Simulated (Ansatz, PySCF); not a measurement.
1-chlorobutane (C4H9Cl), SMILES CCCCCl. Atoms are numbered in the order given.

```xyz
14

C     -2.7665    -0.0748    -0.0162
C     -1.3128    -0.4244    -0.2878
C     -0.4190     0.8007    -0.4133
C      1.0400     0.4911    -0.6695
Cl     1.7962    -0.3952     0.6954
H     -3.1909     0.5447    -0.8229
H     -2.8712     0.4918     0.9230
H     -3.3888    -0.9780     0.0710
H     -0.9210    -1.0647     0.5194
H     -1.2372    -1.0226    -1.2134
H     -0.4987     1.4196     0.4969
H     -0.7690     1.4343    -1.2490
H      1.6281     1.4086    -0.8058
H      1.1688    -0.1401    -1.5608
```

Geometry: PBE0-D3(BJ)/def2-SVP. One conformer was computed; it need not be the lowest.

Two levels are set side by side: PBE-D3(BJ)/def2-SVP (Ansatz, an electronic-structure program) and PBE0-D3(BJ)/def2-SVP (Ansatz). Each level has its own optimised geometry; the coordinates shown are those of the second. Frequencies come from the Hessian of PySCF at each geometry. Differences are taken from unrounded values.

```tsv
quantity	PBE0-D3(BJ)	PBE-D3(BJ)	PBE-D3(BJ) minus PBE0-D3(BJ)
mean bond length (Å)	1.251	1.261	0.009
bond C1–C2 (Å)	1.520	1.528	0.009
bond C2–C3 (Å)	1.522	1.531	0.009
bond C3–C4 (Å)	1.513	1.521	0.008
bond C4–Cl5 (Å)	1.794	1.813	0.018
bond C1–H6 (Å)	1.102	1.110	0.008
bond C1–H7 (Å)	1.102	1.110	0.008
bond C1–H8 (Å)	1.100	1.108	0.008
bond C2–H9 (Å)	1.102	1.111	0.008
bond C2–H10 (Å)	1.105	1.113	0.008
bond C3–H11 (Å)	1.104	1.112	0.008
bond C3–H12 (Å)	1.106	1.114	0.009
bond C4–H13 (Å)	1.098	1.107	0.008
bond C4–H14 (Å)	1.100	1.108	0.009
highest harmonic wavenumber (cm⁻¹)	3171	3073	-98
mean harmonic wavenumber (cm⁻¹)	1512	1463	-49
zero-point energy (kcal/mol)	77.81	75.31	-2.50
```

Exact exchange shortens and stiffens bonds; PBE has none. Differences between two approximate levels are no errors against the true value.
